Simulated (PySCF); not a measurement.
PySCF input file for Si(F)(Me)2(SH) (C₂H₇FSSi), SMILES C[Si](C)(F)S, TDDFT-PBE/def2-SVPD. The structure is a stationary point at TPSSh-D3(BJ)/def2-SVP. This is a generated structure with no PubChem entry under its InChIKey; it may be hypothetical. Other conformers were not sampled.

```python
import numpy as np
from pyscf import gto, scf, dft, tdscf

mol = gto.M(
    atom='''
    C     1.56714237   -0.13920830   -1.25039942
    Si    0.12183673   -0.31367815   -0.08087049
    C    -1.25810469   -1.35030259   -0.79395154
    F     0.65362032   -1.03567234    1.28647966
    S    -0.58960072    1.60347058    0.61071456
    H     1.26662624    0.38870058   -2.17074336
    H     2.38146081    0.43381292   -0.78041739
    H     1.95666934   -1.12977910   -1.53943891
    H    -2.07109079   -1.47393429   -0.06176899
    H    -1.68077450   -0.87568415   -1.69515542
    H    -0.88778958   -2.34932410   -1.07912311
    H    -0.97401293    2.00028941   -0.62480983
    ''',
    basis='def2-SVPD',
    charge=0,
    spin=0,
    max_memory=1600,
    verbose=4,
)
mf = dft.RKS(mol, xc='pbe').density_fit(auxbasis='def2-universal-jkfit')
mf.grids.level = 3
mf.conv_tol = 1e-9
mf.max_cycle = 100
mf.kernel()
mf.grids = dft.Grids(mol).set(level=1).build(with_non0tab=True)  # coarser grid for the response kernel
td = tdscf.TDDFT(mf)
td.singlet = True
td.nstates = 10
td.conv_tol = 1e-4
td.positive_eig_threshold = 1e-6
td.kernel(x0=td.get_init_guess(mf, 15))
td.analyze()
tt = tdscf.TDA(mf)
tt.singlet = False
tt.nstates = 4
tt.conv_tol = 1e-4
tt.positive_eig_threshold = 1e-6
tt.kernel(x0=tt.get_init_guess(mf, 9))
tt.analyze(verbose=3)
```

Log of the run:

```
PySCF version 2.14.0

[INPUT] verbose = 4
[INPUT] num. atoms = 12
[INPUT] num. electrons = 58
[INPUT] charge = 0
[INPUT] spin (= nelec alpha-beta = 2S) = 0
[INPUT] symmetry False subgroup None
[INPUT] Mole.unit = angstrom
[INPUT] Symbol           X                Y                Z      unit          X                Y                Z       unit  Magmom
[INPUT]  1 C      1.567142370000  -0.139208300000  -1.250399420000 AA    2.961469877502  -0.263065561266  -2.362912450115 Bohr   0.0
[INPUT]  2 Si     0.121836730000  -0.313678150000  -0.080870490000 AA    0.230238051613  -0.592765794760  -0.152823077659 Bohr   0.0
[INPUT]  3 C     -1.258104690000  -1.350302590000  -0.793951540000 AA   -2.377473300131  -2.551702080391  -1.500350966777 Bohr   0.0
[INPUT]  4 F      0.653620320000  -1.035672340000   1.286479660000 AA    1.235163394251  -1.957137077387   2.431094222224 Bohr   0.0
[INPUT]  5 S     -0.589600720000   1.603470580000   0.610714560000 AA   -1.114183883646   3.030120244997   1.154083258684 Bohr   0.0
[INPUT]  6 H      1.266626240000   0.388700580000  -2.170743360000 AA    2.393576695788   0.734537640660  -4.102110437118 Bohr   0.0
[INPUT]  7 H      2.381460810000   0.433812920000  -0.780417390000 AA    4.500308707285   0.819787608098  -1.474775129948 Bohr   0.0
[INPUT]  8 H      1.956669340000  -1.129779100000  -1.539438910000 AA    3.697569168933  -2.134973080258  -2.909117925399 Bohr   0.0
[INPUT]  9 H     -2.071090790000  -1.473934290000  -0.061768990000 AA   -3.913794372209  -2.785332133705  -0.116726474091 Bohr   0.0
[INPUT] 10 H     -1.680774500000  -0.875684150000  -1.695155420000 AA   -3.176203482153  -1.654803215123  -3.203379482372 Bohr   0.0
[INPUT] 11 H     -0.887789580000  -2.349324100000  -1.079123110000 AA   -1.677679162443  -4.439579126840  -2.039247132589 Bohr   0.0
[INPUT] 12 H     -0.974012930000   2.000289410000  -0.624809830000 AA   -1.840617679485   3.779999154768  -1.180719458636 Bohr   0.0

nuclear repulsion = 304.241977575325
number of shells = 74
number of NR pGTOs = 250
number of NR cGTOs = 170
basis = def2-SVPD
ecp = {}


[settings echo left out]
init E= -867.241837722449
  HOMO = -0.28874538137486  LUMO = -0.052820428451466  gap/eV = 6.41984
cycle= 1 E= -867.080473262759  delta_E= 0.161  |g|= 0.731  |ddm|= 4.45
  HOMO = -0.179295377398571  LUMO = -0.0181195618416417  gap/eV = 4.38582
cycle= 2 E= -866.84713171571  delta_E= 0.233  |g|= 1.31  |ddm|=  1.9
  HOMO = -0.214141497443881  LUMO = -0.0260749186844977  gap/eV = 5.11755
cycle= 3 E= -867.195104737035  delta_E= -0.348  |g|= 0.216  |ddm|= 1.23
  HOMO = -0.227961979151631  LUMO = -0.0300296875763619  gap/eV = 5.38601
cycle= 4 E= -867.204808857755  delta_E= -0.0097  |g|= 0.0331  |ddm|= 0.255
  HOMO = -0.229895224673614  LUMO = -0.0306981551844849  gap/eV = 5.42043
cycle= 5 E= -867.204984376205  delta_E= -0.000176  |g|= 0.0136  |ddm|= 0.0451
  HOMO = -0.228024983141222  LUMO = -0.0300968035802667  gap/eV = 5.38590
cycle= 6 E= -867.205040744349  delta_E= -5.64e-05  |g|= 0.00265  |ddm|= 0.0238
  HOMO = -0.228108979103353  LUMO = -0.0300783781479552  gap/eV = 5.38869
cycle= 7 E= -867.205042479467  delta_E= -1.74e-06  |g|= 0.000944  |ddm|= 0.00579
  HOMO = -0.228125848500498  LUMO = -0.030119604174232  gap/eV = 5.38802
cycle= 8 E= -867.205042749259  delta_E= -2.7e-07  |g|= 0.000148  |ddm|= 0.00181
  HOMO = -0.228108269545948  LUMO = -0.0301114677459617  gap/eV = 5.38777
cycle= 9 E= -867.205042754739  delta_E= -5.48e-09  |g|= 3.46e-05  |ddm|= 0.000318
  HOMO = -0.228113240548155  LUMO = -0.030113014316294  gap/eV = 5.38786
cycle= 10 E= -867.205042755098  delta_E= -3.59e-10  |g|= 1.25e-05  |ddm|= 7.28e-05
  HOMO = -0.228113578431161  LUMO = -0.0301136785364498  gap/eV = 5.38785
Extra cycle  E= -867.205042755027  delta_E= 7.05e-11  |g|= 1.95e-05  |ddm|= 5.66e-05
converged SCF energy = -867.205042755027
tot grids = 45696
Overwritten attributes  positive_eig_threshold  of <class 'pyscf.tdscf.rks.CasidaTDDFT'>


******** <class 'pyscf.tdscf.rks.CasidaTDDFT'> for <class 'pyscf.df.df_jk.DFRKS'> ********
nstates = 10 singlet
deg_eia_thresh = 1.000e-03
wfnsym = None
conv_tol = 0.0001
eigh lindep = 1e-12
eigh level_shift = 0
eigh max_cycle = 100


Excitation energies (eV)
[5.48796146 6.02954901 6.5014513  6.5651761  6.99884402 7.03651748
 7.09545263 7.28719215 7.62707908 7.7172931 ]

** Singlet excitation energies and oscillator strengths **
Excited State   1:      5.48796 eV    225.92 nm  f=0.0218
      29 -> 30        0.70479
Excited State   2:      6.02955 eV    205.63 nm  f=0.0433
      29 -> 31       -0.70308
Excited State   3:      6.50145 eV    190.70 nm  f=0.0008
      29 -> 32        0.69765
Excited State   4:      6.56518 eV    188.85 nm  f=0.0073
      29 -> 33        0.69669
Excited State   5:      6.99884 eV    177.15 nm  f=0.0088
      28 -> 30        0.13246
      29 -> 34        0.68395
Excited State   6:      7.03652 eV    176.20 nm  f=0.0253
      28 -> 30        0.68562
      29 -> 34       -0.11834
Excited State   7:      7.09545 eV    174.74 nm  f=0.0019
      27 -> 30       -0.70437
Excited State   8:      7.28719 eV    170.14 nm  f=0.0092
      29 -> 35       -0.70460
Excited State   9:      7.62708 eV    162.56 nm  f=0.0094
      28 -> 31        0.32689
      29 -> 36        0.62008
Excited State  10:      7.71729 eV    160.66 nm  f=0.0465
      27 -> 31       -0.17412
      29 -> 37        0.66101
      29 -> 38        0.13300
      29 -> 39        0.10479

** Transition electric dipole moments (AU) **
state          X           Y           Z        Dip. S.      Osc.
  1         0.3652      0.1584     -0.0622      0.1623      0.0218
  2        -0.4918     -0.2101      0.0831      0.2929      0.0433
  3         0.0639      0.0297     -0.0093      0.0050      0.0008
  4         0.1922      0.0843     -0.0333      0.0452      0.0073
  5        -0.0351      0.1403      0.1746      0.0514      0.0088
  6        -0.0554      0.2442      0.2896      0.1466      0.0253
  7        -0.0958     -0.0356      0.0178      0.0108      0.0019
  8        -0.2066     -0.0865      0.0345      0.0513      0.0092
  9         0.0710     -0.1928     -0.0900      0.0503      0.0094
 10        -0.4515     -0.1898      0.0771      0.2459      0.0465

** Transition velocity dipole moments (imaginary part, AU) **
state          X           Y           Z        Dip. S.      Osc.
  1         0.0757      0.0328     -0.0129      0.0070      0.0230
  2        -0.1088     -0.0465      0.0183      0.0143      0.0432
  3         0.0139      0.0065     -0.0020      0.0002      0.0007
  4         0.0446      0.0196     -0.0077      0.0024      0.0067
  5        -0.0090      0.0374      0.0485      0.0038      0.0099
  6        -0.0142      0.0629      0.0752      0.0098      0.0253
  7        -0.0265     -0.0099      0.0049      0.0008      0.0021
  8        -0.0549     -0.0231      0.0092      0.0036      0.0090
  9         0.0182     -0.0490     -0.0219      0.0032      0.0076
 10        -0.1293     -0.0543      0.0221      0.0201      0.0473

** Transition magnetic dipole moments (imaginary part, AU) **
state          X           Y           Z
  1         0.0745      0.0109      0.4663
  2        -0.0529      0.0110     -0.2754
  3         0.1276     -0.3420     -0.1253
  4         0.1401     -0.2822      0.1211
  5         0.0108      0.0014     -0.0062
  6        -0.1158     -0.0506      0.0155
  7         0.0246      0.1433      0.5148
  8        -0.0408     -0.0467     -0.3708
  9        -0.2466     -0.1076      0.0396
 10        -0.0545      0.0548     -0.1427
Overwritten attributes  positive_eig_threshold  of <class 'pyscf.tdscf.rks.TDA'>


******** <class 'pyscf.tdscf.rks.TDA'> for <class 'pyscf.df.df_jk.DFRKS'> ********
nstates = 4 triplet
deg_eia_thresh = 1.000e-03
wfnsym = None
conv_tol = 0.0001
eigh lindep = 1e-12
eigh level_shift = 0
eigh max_cycle = 100


Excitation energies (eV)
[5.19137415 5.78104684 6.32551315 6.37224697]

** Triplet excitation energies and oscillator strengths **
Excited State   1:      5.19137 eV    238.83 nm  f=0.0000
Excited State   2:      5.78105 eV    214.47 nm  f=0.0000
Excited State   3:      6.32551 eV    196.01 nm  f=0.0000
Excited State   4:      6.37225 eV    194.57 nm  f=0.0000
```

Self-consistency was reached.
